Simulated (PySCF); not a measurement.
C2H10GaN, singlet, CAM-B3LYP/def2-SVP optimised geometry.

```
14

Ga     0.20     0.01     0.00
H      1.79     0.01     0.00
C     -0.72     1.78     0.00
H     -0.27     2.49    -0.71
H     -0.66     2.24     1.00
H     -1.79     1.69    -0.24
C     -0.72    -1.53     0.86
H     -0.66    -1.44     1.95
H     -0.27    -2.49     0.59
H     -1.79    -1.57     0.60
N     -0.06    -0.53    -2.09
H      0.36    -1.43    -2.29
H      0.38     0.16    -2.70
H     -1.05    -0.58    -2.34
```

Density from CAM-B3LYP/def2-TZVP in PySCF 2.14.0 at that geometry.

Minimum of the electron density along straight lines between bonded atoms, close to the bond critical point (lines longer than 1.1 times the sum of covalent radii, or with two minima, are not listed):

```csv
bond,length / Å,ρ at the minimum / e bohr⁻³,∇²ρ there / e bohr⁻⁵,position (fraction from the first atom)
Ga1–H2,1.587,0.109,0.16,0.59
Ga1–C3,1.991,0.109,0.21,0.47
C3–H4,1.102,0.265,-0.86,0.64
C3–H5,1.102,0.265,-0.86,0.64
C3–H6,1.103,0.265,-0.86,0.64
Ga1–C7,1.991,0.109,0.21,0.47
C7–H8,1.102,0.265,-0.86,0.64
C7–H9,1.102,0.265,-0.86,0.64
C7–H10,1.103,0.265,-0.86,0.64
N11–H12,1.021,0.331,-1.63,0.74
N11–H13,1.021,0.331,-1.63,0.74
N11–H14,1.021,0.331,-1.63,0.74
```
